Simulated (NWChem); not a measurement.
# Total energies of diboron tetrachloride (B₂Cl₄)

```xyz
6

Cl    -1.0992    -1.0453     1.7415
B      0.0000     0.0000     0.8491
Cl     1.0992     1.0453     1.7415
B      0.0000     0.0000    -0.8491
Cl    -1.0992     1.0453    -1.7415
Cl     1.0992    -1.0453    -1.7415
```
Charge 0, spin multiplicity 1.

Everything below was run with NWChem. Structure: optimised with PBE/def2-SVP, a minimum by its harmonic frequencies. It is one conformer; others weren't searched.

Basis set: 6-31G* (100 functions).

| method | total energy (Ha) | relative cost |
|---|---|---|
| RHF | -1887.45104 | 1 |
| MP2 | -1888.11458 | 5 |
| B2PLYP | -1889.92815 | 5 |
| PBE | -1889.74155 | under 3 |
| B3LYP | -1890.63175 | under 3 |
| BP86 | -1890.73348 | under 3 |
| CCSD(T) | -1888.19242 | 100 |

Total energies of different functionals aren't comparable as a measure of quality: only differences taken within one method are. The cost column gives rough processor time relative to RHF; each entry includes its own SCF.

The correlated methods keep 22 core orbitals frozen. B3LYP has NWChem's definition, with VWN1-RPA local correlation. The Pople sets run with spherical d functions. No row is a measurement; the coupled-cluster row has its own basis-set and correlation limits.
